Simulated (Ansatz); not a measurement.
One change: `[F][SnH2][O]C(F)(F)F` becomes `FC(F)(F)[SeH]`.

Ansatz, PBE0-D4/def2-TZVP geometries, multiplicity 1. Each molecule was computed in one conformer, which needn't be the lowest.

Elements past krypton have def2 core potentials. Scalar relativity is left out up to krypton.

```csv
property,`[F][SnH2][O]C(F)(F)F`
HOMO–LUMO gap (B3LYP/def2-TZVPP) / eV,8.30
HOMO energy (ωB97M-V/def2-TZVPP) / eV,-12.47
HOMO energy (PBE0/def2-TZVPP) / eV,-10.12
size of the dipole moment (ωB97M-V/def2-TZVPP) / D,4.06
size of the dipole moment (B3LYP/def2-TZVPP) / D,4.03
HOMO energy (PBE/def2-TZVPP) / eV,-8.27
```

(1) What does the change do to each property? (An estimate is asked.)

## Answers

(1) Computed: 
```json
{"property": "HOMO–LUMO gap (B3LYP/def2-TZVPP) / eV", "`FC(F)(F)[SeH]`": "6.31", "shift": "-1.99"}
{"property": "HOMO energy (ωB97M-V/def2-TZVPP) / eV", "`FC(F)(F)[SeH]`": "-9.91", "shift": "2.56"}
{"property": "HOMO energy (PBE0/def2-TZVPP) / eV", "`FC(F)(F)[SeH]`": "-7.66", "shift": "2.46"}
{"property": "size of the dipole moment (ωB97M-V/def2-TZVPP) / D", "`FC(F)(F)[SeH]`": "1.41", "shift": "-2.65"}
{"property": "size of the dipole moment (B3LYP/def2-TZVPP) / D", "`FC(F)(F)[SeH]`": "1.38", "shift": "-2.65"}
{"property": "HOMO energy (PBE/def2-TZVPP) / eV", "`FC(F)(F)[SeH]`": "-6.38", "shift": "1.89"}
```

With PBE0 the HOMO rises by 2.46 eV and the LUMO rises by 0.36 eV, so the gap narrows by about 2.10 eV. PBE moves the HOMO by 1.89 eV and ωB97M-V by 2.56 eV. Dipoles are sizes alone; their direction can turn.

B3LYP here is the variant with VWN-RPA as its local correlation; programs differ in this.

Spin–orbit coupling is left out; it splits and shifts lone-pair levels of the heavy atoms by tenths of an eV.
